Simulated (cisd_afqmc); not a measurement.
Input (AFQMC/CISD/cc-pVTZ; cisd_afqmc is a phaseless AFQMC code with CISD trial states that reads the integrals written by Ansatz):

Ansatz 0.2 input:
```python
import cisd_afqmc

open("ham.yaml", "w").write("""\
crystal:
  periodic: [false, false, false]
  atoms:
    - {symbol: Ge, position_ang: [-0.00295088, -0.00102521, 0.06606827]}
    - {symbol: H, position_ang: [0.03968345, -1.12074649, -1.07507425]}
    - {symbol: H, position_ang: [0.05474478, 1.15355319, -1.03911028]}
basis:
  gaussian:
    orbitals: cc-pVTZ
magnetization: {spin_polarized: false}
correlation: {method: ccsd, electrons: outside_noble_gas, hamiltonian_folder: ham}
""")
rep = cisd_afqmc.ansatz("ham.yaml")
e_ccsd = rep["correlation"]["coupled_cluster"]["energy"]["hartree"]
out = cisd_afqmc.run("ham", e_ccsd, trial="CISD", walkers=100, populations=8, threads=8, dt=0.005, steps=40, early=24, settle=10, least=32,
    cut=5e-5, rank_cut=2e-4, target=0.0004, seconds=1500, seed=1, memory=17280, gpu=False)
```

Output:

```
orbitals 57, occupied [3], factors 272 of 433, rank of the doubles 74 of 162
E(HF) = -2076.515646
E(CCSD) on the cut factors = -2076.644195, shift to the whole factors -0.000018
Energy of the trial state on the determinant = -2076.644134
  tau behind 7.2 of longer steps, mean of the populations' last blocks
   2.0  -2076.64808
   4.0  -2076.64796
   6.0  -2076.64826
   8.0  -2076.64773
blocks 281 (0 outliers left out), error by blocks joined: 1: 0.00009, 2: 0.00012, 4: 0.00015, 8: 0.00021, 16: 0.00026
E(AFQMC/CISD) = -2076.64796 +/- 0.00026
```

The error still grows at the longest joins of blocks, or few joins were possible, so the printed bar may be too narrow.
